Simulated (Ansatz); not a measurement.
Gas-phase electronic energies from Ansatz, PBE0-D4/def2-TZVP geometries. CCSD(T)/CBS adds triple-zeta CCSD(T) − MP2 to the extrapolated MP2 energy (def2 sets, frozen cores). DFT in def2-TZVPP. def2 core potentials past Kr. For Sn outer-core shells are correlated without core-valence functions, which leaves a few kJ/mol of doubt a bond. One conformer a species, not always the lowest.

Consider the substitution at a C–Sn bond: `C[O][SnH2][CH]=N` + `OCS` → `N=CSCO` + `C[O][SnH3]`.

`C[O][SnH2][CH]=N`:

Cartesian coordinates in Å:
```
C 0.540 -0.394 -1.996
O 0.375 -0.462 -0.605
Sn -0.657 0.887 0.394
C -0.289 -0.037 2.312
N 0.405 -1.085 2.401
H 1.052 0.525 -2.314
H -0.416 -0.452 -2.535
H 1.153 -1.242 -2.315
H -2.268 0.858 -0.182
H 0.064 2.415 0.120
H -0.697 0.387 3.235
H 0.738 -1.401 1.486
```

`OCS`:

Cartesian coordinates in Å:
```
O -0.443 0.285 1.126
C 0.335 0.148 -0.036
S -0.708 0.149 -1.496
H 0.144 0.240 1.887
H 1.012 0.998 -0.183
H 0.931 -0.770 -0.020
H -1.271 -1.050 -1.278
```

`N=CSCO`:

Cartesian coordinates in Å:
```
N 1.276 -0.224 -1.440
C 0.077 0.096 -1.647
S -1.264 0.309 -0.515
C -0.532 -0.303 1.019
O 0.506 0.476 1.536
H 1.495 -0.327 -0.450
H -0.260 0.284 -2.669
H -1.378 -0.397 1.709
H -0.120 -1.297 0.837
H 0.199 1.384 1.620
```

`C[O][SnH3]`:

```xyz
9

C     1.012   -0.771    0.711
O    -0.312   -0.321    0.818
Sn   -1.075    0.758   -0.641
H     1.253   -1.348    1.609
H     1.735    0.054    0.641
H     1.166   -1.429   -0.157
H    -0.109    2.160   -0.798
H    -2.657    1.086   -0.119
H    -1.013   -0.189   -2.063
```

```tsv
level	ΔE (kJ/mol)
ωB97X-V	-25.7
BLYP	-25.1
SCS-MP2/def2-TZVPP	-21.0
CCSD/CBS(def2)	-14.7
```

(1) What does CCSD(T)/CBS give? (An estimate is asked.)

(2) What do rigid-rotor, harmonic-oscillator terms from PBE0-D4/def2-TZVP frequencies (298.15 K, 1 bar) make of the CCSD(T)/CBS value? (An estimate is asked.)

Largest T1 diagnostic among the species: 0.014.

## Answers

(1) Computed: -17.8 kJ/mol. The listed levels differ from it by -7.9, -7.3, -3.2, 3.1 kJ/mol.

(2) Ansatz gave: ΔZPE = +0.6 kJ/mol, ΔH = -19.4 kJ/mol, ΔS = -23 J/(mol·K), ΔG = -12.5 kJ/mol. Modes under 50 cm⁻¹ make the entropy rough.

From r2SCAN to r2SCAN0 (25 % exact exchange), in def2-TZVPP and without D4, ΔE moves by +3.2 kJ/mol. At CCSD(T), def2-SVP lies −8.9 kJ/mol from the extrapolated value and def2-TZVPP −2.7 kJ/mol.
